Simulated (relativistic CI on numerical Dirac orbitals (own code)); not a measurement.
**Slater and spin-orbit integrals, Dy51+**

These numbers are calculated, not measured: Dirac-Coulomb-Breit CI, orbitals from a KLI potential per configuration, a model potential for QED, unscaled Slater integrals (own radial code, finite nucleus).

Slater integrals F^k, G^k are unscaled and averaged over j, outside the closed core [Ne]; ζ comes from projecting the Hamiltonian with its Breit term on Σ l·s of the shell.

- 3s²3p³: F^2(3p,3p) = 469460, ζ(3p) = 1.1145e+06 cm⁻¹; <r>(3p) = 0.2089, <r^2>(3p) = 0.05047 (bohr units).
- 3s3p⁴: F^2(3p,3p) = 469240, G^1(3s,3p) = 593600, ζ(3p) = 1.1143e+06 cm⁻¹; <r>(3s) = 0.2144, <r^2>(3s) = 0.05246, <r>(3p) = 0.209, <r^2>(3p) = 0.05052 (bohr units).
- 3s²3p²3d: F^2(3p,3p) = 469110, ζ(3p) = 1.1135e+06, F^2(3p,3d) = 473200, G^1(3p,3d) = 489620, G^3(3p,3d) = 331480, ζ(3d) = 151820 cm⁻¹; <r>(3p) = 0.209, <r^2>(3p) = 0.05055, <r>(3d) = 0.1846, <r^2>(3d) = 0.03928 (bohr units).

Averages of the first 10 configurations, taken without configuration mixing, which lowers the lowest level and can move excited configurations by several eV; other configurations of the list can lie among them:

```csv
Configuration,Parity,States,Average energy above the lowest level (eV)
3s²3p³,odd,20,212.0
3s3p⁴,even,30,509.3
3s²3p²3d,even,150,513.6
3p⁵,odd,6,826.9
3s3p³3d,odd,400,802.1
3p⁴3d,even,150,1111.0
3s3p²3d²,even,1350,1102.8
3s²3p3d4p,even,360,2676.4
3p⁴4s,even,30,2857.4
3s3p²3d4s,even,600,2837.3
```
